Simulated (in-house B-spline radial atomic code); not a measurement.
Values are calculated unless marked as measured or tabulated.
## Softness against transferability: the 3d channel of Co

Co, [Ar] 3d7 4s2, non-relativistic LDA (VWN5), spherical and spin-unpolarised, from a B-spline radial code for spherical atoms (atomic units). The all-electron 3d level is ε = -0.322368 hartree and its outer maximum at 0.66 bohr.

Troullier-Martins pseudo-orbitals are made for several radii. The cutoffs (hartree) are the plane-wave energies beyond which the orbital holds less than the named kinetic energy per electron. The phase error is the difference, pseudo minus all-electron, of arctan(R P'/P) at R = 3.08 bohr for all radii, half a hartree below and above the level.

```json
{"r_c (bohr)": "1.49", "V_l(0) (hartree)": "-20.79", "cutoff for 10 mEh": "44.9", "for 1 mEh": "54.1", "for 0.1 mEh": "89.2", "phase error at ε − 0.5 (mrad)": "+0.2", "at ε + 0.5 (mrad)": "+11.2"}
{"r_c (bohr)": "1.73", "V_l(0) (hartree)": "-16.85", "cutoff for 10 mEh": "36", "for 1 mEh": "43.4", "for 0.1 mEh": "72", "phase error at ε − 0.5 (mrad)": "+0.4", "at ε + 0.5 (mrad)": "+23.7"}
{"r_c (bohr)": "1.98", "V_l(0) (hartree)": "-13.90", "cutoff for 10 mEh": "29.2", "for 1 mEh": "35.3", "for 0.1 mEh": "57.9", "phase error at ε − 0.5 (mrad)": "+1.0", "at ε + 0.5 (mrad)": "+43.9"}
{"r_c (bohr)": "2.24", "V_l(0) (hartree)": "-11.64", "cutoff for 10 mEh": "24.2", "for 1 mEh": "29.2", "for 0.1 mEh": "47.6", "phase error at ε − 0.5 (mrad)": "+2.2", "at ε + 0.5 (mrad)": "+73.4"}
{"r_c (bohr)": "2.5", "V_l(0) (hartree)": "-9.93", "cutoff for 10 mEh": "20.2", "for 1 mEh": "24.5", "for 0.1 mEh": "39.4", "phase error at ε − 0.5 (mrad)": "+4.5", "at ε + 0.5 (mrad)": "+111.0"}
{"r_c (bohr)": "2.78", "V_l(0) (hartree)": "-8.51", "cutoff for 10 mEh": "17.1", "for 1 mEh": "20.7", "for 0.1 mEh": "33", "phase error at ε − 0.5 (mrad)": "+9.2", "at ε + 0.5 (mrad)": "+159.3"}
```

Which radius needs the lowest cutoff for 0.1 mEh while both phase errors stay within 73.5 mrad?

The radii within that limit are 1.49, 1.73, 1.98, 2.24 bohr; of these r_c = 2.24 needs the least, 47.6 hartree, that is 95.2 Ry or 1295 eV.

What does the larger radius buy, and what does it cost?

From r_c = 1.49 to 2.78 bohr the cutoff for 1 mEh goes from 54.1 to 20.7 hartree, a factor of 2.61, against 3.48 for a pure 1/r_c² scaling, end to end; step by step it is 54.1, 43.4, 35.3, 29.2, 24.5, 20.7, and for 0.1 mEh 89.2, 72, 57.9, 47.6, 39.4, 33; the number of plane waves goes as the cutoff to the power 3/2, here a factor of 4.2. The larger of the two phase errors is least at r_c = 1.49 bohr, 11.2 mrad; it is 11.2 at the smallest radius and 159.3 at the largest. These errors test the reference atom alone. Large radii also let the cores of neighbours overlap, which an atom doesn't show.
